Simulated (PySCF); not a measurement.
Frontier levels across methods

Species: CH5ClF2Si2.
Z-matrix (Å and degrees, PBE0-D3(BJ)/def2-SVP geometry), rows numbered from 1:
```
F 
Si  1  1.6162
F   2  1.6118  1  106.64
C   2  1.8639  1  107.55  3  -118.36
Si  4  1.9004  2  115.36  1   -48.33
Cl  4  1.8073  2  105.98  1  -168.89
H   2  1.4755  1  109.48  3   118.08
H   4  1.1028  2  109.57  1    75.40
H   5  1.4898  4  108.71  2  -171.56
H   5  1.4921  4  108.83  2    67.96
H   5  1.4916  4  108.66  2   -51.76
```

Basis pcSseg-1 throughout (PySCF), one geometry. The structure is a single PBE0-D3(BJ)/def2-SVP conformer in the gas phase; no vibrational or solvent corrections.

Question: How do the orbital energies, the gap and the dipole change with the method?

Answer: 
```
   method                    kind  HOMO (eV)  LUMO (eV)  gap (eV)  μ (D)  SCF cycles
     BLYP                     GGA      -7.02      -1.41      5.61   1.38          15
      PBE                     GGA      -7.18      -1.59      5.59   1.39          14
    B97-D                     GGA      -7.18      -1.47      5.71   1.42          15
     OPBE                     GGA      -7.19      -1.50      5.69   1.40          15
      KT2                     GGA      -7.28      -1.73      5.55   1.45          16
      KT3                     GGA      -7.29      -1.63      5.66   1.43          16
     BP86                     GGA      -7.30      -1.69      5.61   1.40          14
      LDA                     LDA      -7.33      -1.84      5.49   1.48          13
    B3LYP           global hybrid      -8.29      -0.78      7.51   1.50          12
    B97-2           global hybrid      -8.31      -0.63      7.68   1.53          14
     PBE0           global hybrid      -8.56      -0.59      7.97   1.53          13
 mPW1PW91           global hybrid      -8.60      -0.60      8.00   1.55          13
BHandHLYP           global hybrid      -9.80       0.52     10.31   1.63          11
CAM-B3LYP  range-separated hybrid      -9.91       0.60     10.51   1.54          12
  wB97X-D  range-separated hybrid     -10.46       1.21     11.67   1.57          13
  LC-wPBE  range-separated hybrid     -11.31       1.80     13.11   1.55          12
       HF            Hartree–Fock     -11.77       3.08     14.85   1.72          10
```

The HOMO spans 4.75 eV, from BLYP down to HF, and the gap runs from 5.49 eV (LDA) to 14.85 eV (HF). Over the methods BLYP (0 %), PBE (0 %), B97-D (0 %), OPBE (0 %), KT2 (0 %), KT3 (0 %), BP86 (0 %), LDA (0 %), B3LYP (20 %), B97-2 (21 %), PBE0 (25 %), mPW1PW91 (25 %), BHandHLYP (50 %), HF (100 %), a straight line through the gap against the share of exact exchange rises by 0.93 eV for each 10 % (correlation coefficient 1.000). The dipole ranges from 1.38 D (BLYP) to 1.72 D (HF). This basis has no diffuse functions.
